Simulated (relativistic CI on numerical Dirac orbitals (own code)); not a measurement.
# d1 to d9 in one octahedral field

Computed with a parametric ligand-field model without spin-orbit coupling, by exact diagonalisation: B = 310, C = 1300, 10Dq = 34500 cm⁻¹ (Oh; |10Dq|/B = 111.3) for every shell. Energies in cm⁻¹; the field energy is (0.6 n_e − 0.4 n_t2) × 10Dq of the ground term; g labels are left out. So small a B with so large a field is typical of 4d and 5d ions, where spin-orbit coupling, left out here, reaches 1,000 to 4,000 cm⁻¹.

```
Shell  Ground term  Electrons in e  Field energy  First spin-allowed bands  Lowest term of other spin
   d1          2T2           0.000        -13800                  2E 34500                           
   d2          3T1           0.002        -27515      3T2 33663, 3T1 37475                   1T2 4519
   d3          4A2           0.000        -41400      4T2 34500, 4T1 38111                    2E 6493
   d4          3T1           0.004        -55056       3E 33108, 3T1 33429                   1T2 4141
   d5            ?               ?             ?                         ?                          ?
   d6          1A1           0.007        -82564      1T1 33400, 1T2 38116                  3T1 30717
   d7           2E           1.004        -61961      2T1 33344, 2T2 33703                  4T1 28124
   d8          3A2           2.000        -41400      3T2 34500, 3T1 38111                    1E 5063
   d9           2E           3.000        -20700                 2T2 34500
```

Task: Fill in the row of d5.

Result: Ground term: 2T2; Electrons in e: 0.009; Field energy: -68706; First spin-allowed bands: 2A2 32560, 2T1 32672; Lowest term of other spin: 4T1 28027. Low spin: d4, d5, d6, d7; the other shells keep the spin of the free ion. Only d4 to d7 can choose; the field needed to pair spins is smallest for d6 and largest for d5, which loses most exchange energy. In the strong-field picture 10Dq must exceed about 6B + 5C = 8360 (d4), 7.5B + 5C = 8825 (d5), 2.5B + 4C = 5975 (d6) and 4B + 4C = 6440 (d7); mixing of terms shifts these bounds somewhat.
